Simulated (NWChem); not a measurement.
System: aniline (C6H7N); SMILES Nc1ccccc1

NWChem printed, in part:

```
             Northwest Computational Chemistry Package (NWChem) 7.3.0
             --------------------------------------------------------

                             Geometry "geometry" -> ""
                             -------------------------

 Output coordinates in angstroms (scale by  1.889725989 to convert to a.u.)

  No.       Tag          Charge          X              Y              Z
 ---- ---------------- ---------- -------------- -------------- --------------
    1 N                    7.0000    -0.05591300     2.32538300     0.00000000
    2 C                    6.0000    -0.00667000     0.94510400     0.00000000
    3 C                    6.0000    -0.00578800     0.22236300     1.20617500
    4 C                    6.0000    -0.00512800    -1.16866700     1.20008600
    5 C                    6.0000    -0.00470500    -1.87953700     0.00000000
    6 C                    6.0000    -0.00512800    -1.16866700    -1.20008600
    7 C                    6.0000    -0.00578800     0.22236300    -1.20617500
    8 H                    1.0000     0.25434500     2.78743600    -0.84439100
    9 H                    1.0000     0.25434500     2.78743600     0.84439100
   10 H                    1.0000    -0.00980400     0.76492200     2.15603700
   11 H                    1.0000    -0.00334600    -1.70500700     2.15279400
   12 H                    1.0000    -0.00319400    -2.97139400     0.00000000
   13 H                    1.0000    -0.00334600    -1.70500700    -2.15279400
   14 H                    1.0000    -0.00980400     0.76492200    -2.15603700

 Effective nuclear repulsion energy (a.u.)     271.3206142199

                              NWChem Property Module
                              ----------------------

  itol2e modified to match energy
  convergence criterion.

                                 NWChem DFT Module
                                 -----------------

 Summary of "ao basis" -> "ao basis" (spherical)
 ------------------------------------------------------------------------------
       Tag                 Description            Shells   Functions and Types
 ---------------- ------------------------------  ------  ---------------------
 N                          pcsseg-1                 7       17   3s3p1d
 C                          pcsseg-1                 7       17   3s3p1d
 H                          pcsseg-1                 3        5   2s1p

  itol2e modified to match energy
  convergence criterion.

            General Information
            -------------------
          SCF calculation type: DFT
          Wavefunction type:  closed shell.
          No. of atoms     :    14
          No. of electrons :    50
           Alpha electrons :    25
            Beta electrons :    25
          Charge           :     0
          Spin multiplicity:     1
          Use of symmetry is: off; symmetry adaption is: off
          Maximum number of iterations: 150
          AO basis - number of functions:   154
                     number of shells:    70
          Convergence on energy requested:  1.00D-07
          Convergence on density requested:  1.00D-05
          Convergence on gradient requested:  5.00D-04

              XC Information
              --------------
                        Slater Exchange Functional  1.000 local
                      VWN V Correlation Functional  1.000 local

             Grid Information
             ----------------
          Grid used for XC integration:  fine
          Radial quadrature: Mura-Knowles
          Angular quadrature: Lebedev.
          Tag              B.-S. Rad. Rad. Pts. Rad. Cut. Ang. Pts.
          ---              ---------- --------- --------- ---------
          N                   0.65       70          13.0       590
          C                   0.70       70          12.0       590
          H                   0.35       60          14.0       590
          Grid pruning is: on
          Number of quadrature shells:   910
          Spatial weights used:  Erf1

      Superposition of Atomic Density Guess
      -------------------------------------

 Sum of atomic energies:        -283.69783699

      Non-variational initial energy
      ------------------------------

 Total energy =    -288.706434
 1-e energy   =    -917.419161
 2-e energy   =     357.392113
 HOMO         =      -0.245970
 LUMO         =      -0.016516

   convergence    iter        energy       DeltaE   RMS-Dens  Diis-err
 ---------------- ----- ----------------- --------- --------- ---------
 d= 0,ls=0.0,diis     1   -284.8986911974 -5.56D+02  5.51D-03  1.35D+00
 d= 0,ls=0.0,diis     2   -284.9595390215 -6.08D-02  4.29D-03  2.62D-01
 d= 0,ls=0.0,diis     3   -284.9316382865  2.79D-02  3.21D-03  4.53D-01
 d= 0,ls=0.0,diis     4   -284.9853958993 -5.38D-02  9.63D-04  3.01D-02
 d= 0,ls=0.0,diis     5   -284.9894006907 -4.00D-03  2.51D-04  2.38D-03
  Resetting Diis
 d= 0,ls=0.0,diis     6   -284.9896898640 -2.89D-04  6.60D-05  1.36D-04
 d= 0,ls=0.0,diis     7   -284.9897020545 -1.22D-05  7.18D-05  3.14D-05
 d= 0,ls=0.0,diis     8   -284.9896881888  1.39D-05  4.86D-05  1.44D-04
 d= 0,ls=0.0,diis     9   -284.9897058898 -1.77D-05  4.73D-06  8.46D-07
 d= 0,ls=0.0,diis    10   -284.9897059744 -8.46D-08  1.90D-06  1.14D-07

         Total DFT energy =     -284.989705974393
      One electron energy =     -924.283608931894
           Coulomb energy =      407.407281003035
    Exchange-Corr. energy =      -39.433992265393
 Nuclear repulsion energy =      271.320614219860

 Numeric. integr. density =       50.000021525086

                       DFT Final Molecular Orbital Analysis
                       ------------------------------------

 Vector   23  Occ=2.000000D+00  E=-2.826761D-01
              MO Center= -6.2D-02,  9.4D-02, -5.7D-10, r^2= 4.7D+00
   Bfn.  Coefficient  Atom+Function         Bfn.  Coefficient  Atom+Function
  ----- ------------  ---------------      ----- ------------  ---------------
    10      0.266069   1 N  px                7      0.251001   1 N  px
    75     -0.217851   5 C  px               58     -0.173430   4 C  px
    92     -0.173430   6 C  px               78     -0.155838   5 C  px
    61     -0.139690   4 C  px               95     -0.139690   6 C  px
    24      0.134928   2 C  px                4      0.131041   1 N  px

 Vector   24  Occ=2.000000D+00  E=-2.307736D-01
              MO Center= -4.0D-03, -4.6D-01,  5.8D-10, r^2= 3.1D+00
   Bfn.  Coefficient  Atom+Function         Bfn.  Coefficient  Atom+Function
  ----- ------------  ---------------      ----- ------------  ---------------
    41      0.234228   3 C  px              109     -0.234228   7 C  px
    58      0.232540   4 C  px               92     -0.232540   6 C  px
    44      0.210960   3 C  px              112     -0.210960   7 C  px
    61      0.198922   4 C  px               95     -0.198922   6 C  px
    38      0.113881   3 C  px              106     -0.113881   7 C  px

 Vector   25  Occ=2.000000D+00  E=-1.848231D-01
              MO Center= -6.6D-02,  5.4D-01, -3.6D-10, r^2= 4.2D+00
   Bfn.  Coefficient  Atom+Function         Bfn.  Coefficient  Atom+Function
  ----- ------------  ---------------      ----- ------------  ---------------
    10      0.353539   1 N  px                7      0.277849   1 N  px
    78      0.232505   5 C  px               75      0.225411   5 C  px
    41     -0.179500   3 C  px              109     -0.179500   7 C  px
    44     -0.176155   3 C  px              112     -0.176155   7 C  px
    24     -0.167110   2 C  px                4      0.147539   1 N  px

[...]

          -----------------------------------------
          Chemical Shielding Tensors (GIAO, in ppm)
          -----------------------------------------

                                NWChem CPHF Module
                                ------------------

  scftype          =     RHF
  nclosed          =       25
  nopen            =        0
  variables        =     3225
  # of vectors     =        3
  tolerance        = 0.10D-03
  level shift      = 0.00D+00
  max iterations   =       50
  max subspace     =       30

 SCF residual:    1.6901317393621187E-004

Iterative solution of linear equations
  No. of variables     3225
  No. of equations        3
  Maximum subspace       30
        Iterations       50
       Convergence  1.0D-04

   iter   nsub   residual    time
   ----  ------  --------  ---------
     1      3    1.78D-04      77.1
     2      6    1.31D-08      80.5

      Atom:    1  N
        Diamagnetic
    306.4442      2.6858      0.0000
      2.6858    334.0687     -0.0000
      0.0000     -0.0000    323.8158

        Paramagnetic
   -155.6684    -15.0696      0.0000
    -15.0696    -86.8500      0.0000
      0.0000      0.0000   -175.6164

        Total Shielding Tensor
    150.7758    -12.3838      0.0000
    -12.3838    247.2188      0.0000
      0.0000      0.0000    148.1993

           isotropic =     182.0646
          anisotropy =     100.0783

          Principal Components and Axis System
                 1           2           3
              248.7835    149.2111    148.1993

      1        -0.1254      0.9921     -0.0000
      2         0.9921      0.1254     -0.0000
      3        -0.0000      0.0000      1.0000

      Atom:    2  C
        Diamagnetic
    234.3020     -1.6520      0.0000
     -1.6520    270.5894      0.0000
      0.0000      0.0000    257.4740

        Paramagnetic
    -87.4466     -0.4130     -0.0000
     -0.4130   -333.3978     -0.0000
     -0.0000     -0.0000   -259.0330

        Total Shielding Tensor
    146.8553     -2.0651     -0.0000
     -2.0651    -62.8083      0.0000
     -0.0000      0.0000     -1.5590

           isotropic =      27.4960
          anisotropy =     179.0695

          Principal Components and Axis System
                 1           2           3
              146.8757    -62.8287     -1.5590

      1         1.0000      0.0098      0.0000
      2        -0.0098      1.0000      0.0000
      3        -0.0000     -0.0000      1.0000

      Atom:    3  C
        Diamagnetic
    233.9519     -0.1302     -0.1363
     -0.1302    265.4966     -7.5766
     -0.1363     -7.5766    260.3018

        Paramagnetic
    -78.5555      2.3922      0.0434
      2.3922   -230.3273    -27.2198
      0.0434    -27.2198   -266.3113

        Total Shielding Tensor
    155.3964      2.2619     -0.0930
      2.2619     35.1693    -34.7965
     -0.0930    -34.7965     -6.0095

           isotropic =      61.5188
          anisotropy =     140.8858

          Principal Components and Axis System
                 1           2           3
              155.4427     54.9713    -25.8577

      1         0.9998     -0.0200     -0.0057
      2         0.0202      0.8684      0.4955
      3        -0.0049     -0.4955      0.8686

      Atom:    4  C
        Diamagnetic
    235.3247      0.0028      0.0170
      0.0028    266.0267      5.2749
      0.0170      5.2749    258.2508

        Paramagnetic
    -66.7095      0.3637     -0.4621
      0.3637   -260.4952     36.0008
     -0.4621     36.0008   -301.9958

        Total Shielding Tensor
    168.6151      0.3664     -0.4451
      0.3664      5.5314     41.2757
     -0.4451     41.2757    -43.7451

           isotropic =      43.4672
          anisotropy =     187.7241

          Principal Components and Axis System
                 1           2           3
              168.6166    -67.1782     28.9631

      1         1.0000      0.0024     -0.0007
      2         0.0018     -0.4937      0.8696
      3        -0.0017      0.8696      0.4937

      Atom:    5  C
        Diamagnetic
    235.5703     -0.0890      0.0000
     -0.0890    257.4940      0.0000
      0.0000      0.0000    267.7146

        Paramagnetic
    -63.6081     -0.7980      0.0000
     -0.7980   -305.2004     -0.0000
      0.0000     -0.0000   -222.8362

        Total Shielding Tensor
    171.9622     -0.8870      0.0000
     -0.8870    -47.7064     -0.0000
      0.0000     -0.0000     44.8784

           isotropic =      56.3781
          anisotropy =     173.3816

          Principal Components and Axis System
                 1           2           3
              171.9658    -47.7100     44.8784

      1         1.0000      0.0040     -0.0000
      2        -0.0040      1.0000     -0.0000
      3         0.0000      0.0000      1.0000

      Atom:    6  H
        Diamagnetic
     22.3665      3.2975     -4.0474
      3.2975     34.0766     -7.3293
     -4.0474     -7.3293     36.2091

        Paramagnetic
     -0.3156     -0.6981      2.3554
     -0.6981     -3.8027      3.3099
      2.3554      3.3099     -5.2169

        Total Shielding Tensor
     22.0509      2.5994     -1.6920
      2.5994     30.2739     -4.0195
     -1.6920     -4.0195     30.9921

           isotropic =      27.7723
          anisotropy =      11.3666

          Principal Components and Axis System
                 1           2           3
               35.3500     26.7017     21.2652

      1        -0.2213      0.1329      0.9661
      2        -0.6725      0.6966     -0.2498
      3         0.7062      0.7050      0.0648

      Atom:    7  H
        Diamagnetic
     20.0784      0.0536     -0.1156
      0.0536     30.2023      5.1191
     -0.1156      5.1191     38.9526

        Paramagnetic
      0.8801      0.0438      0.1651
      0.0438     -3.3257     -6.8750
      0.1651     -6.8750    -13.7815

        Total Shielding Tensor
     20.9585      0.0974      0.0495
      0.0974     26.8766     -1.7559
      0.0495     -1.7559     25.1712

           isotropic =      24.3354
          anisotropy =       5.4614

          Principal Components and Axis System
                 1           2           3
               27.9763     24.0747     20.9552

      1         0.0080      0.0300      0.9995
      2         0.8477      0.5300     -0.0227
      3        -0.5305      0.8474     -0.0212

      Atom:    8  H
        Diamagnetic
     20.9215     -0.0242      0.0163
     -0.0242     30.4971     -7.3901
      0.0163     -7.3901     37.7046

        Paramagnetic
     -0.1569      0.0783     -0.0339
      0.0783     -4.4607      8.1561
     -0.0339      8.1561    -13.4314

        Total Shielding Tensor
     20.7647      0.0541     -0.0177
      0.0541     26.0364      0.7660
     -0.0177      0.7660     24.2732

           isotropic =      23.6914
          anisotropy =       3.9474

          Principal Components and Axis System
                 1           2           3
               26.3230     23.9873     20.7639

      1         0.0080     -0.0110      0.9999
      2         0.9367     -0.3499     -0.0114
      3         0.3500      0.9367      0.0075

      Atom:    9  H
        Diamagnetic
     21.2142     -0.0446      0.0000
     -0.0446     42.6458      0.0000
      0.0000      0.0000     25.8128

        Paramagnetic
      0.2359      0.0012     -0.0000
      0.0012    -17.7820     -0.0000
     -0.0000     -0.0000      0.3711

        Total Shielding Tensor
     21.4501     -0.0433     -0.0000
     -0.0433     24.8638     -0.0000
     -0.0000     -0.0000     26.1839

           isotropic =      24.1660
          anisotropy =       3.0270

          Principal Components and Axis System
                 1           2           3
               26.1839     24.8644     21.4496

      1        -0.0000     -0.0127      0.9999
      2        -0.0000      0.9999      0.0127
      3         1.0000      0.0000      0.0000
```

Level: LDA (Slater exchange, VWN5)/pcSseg-1, GIAO. All runs use the structure optimised with PBE0/def2-SVP. NWChem prints the field gradient with the sign opposite to the second derivative of the potential. The output numbers the shielded atoms by their place in the input's list. The printed shielding anisotropy is the first printed principal value minus the mean of the other two.

Which NWChem input produces such a log?

Several could match; the one computed here: the input that was run:
```
start job
memory heap 200 mb stack 900 mb global 1100 mb
geometry units angstroms noautosym nocenter noautoz
  N     -0.055913     2.325383     0.000000
  C     -0.006670     0.945104     0.000000
  C     -0.005788     0.222363     1.206175
  C     -0.005128    -1.168667     1.200086
  C     -0.004705    -1.879537     0.000000
  C     -0.005128    -1.168667    -1.200086
  C     -0.005788     0.222363    -1.206175
  H      0.254345     2.787436    -0.844391
  H      0.254345     2.787436     0.844391
  H     -0.009804     0.764922     2.156037
  H     -0.003346    -1.705007     2.152794
  H     -0.003194    -2.971394     0.000000
  H     -0.003346    -1.705007    -2.152794
  H     -0.009804     0.764922    -2.156037
end
basis spherical
  * library pcsseg-1
end
dft
  xc slater vwn_5
  iterations 150
end
property
  shielding 9 1 2 3 4 5 8 10 11 12
  efieldgrad
end
task dft property
```
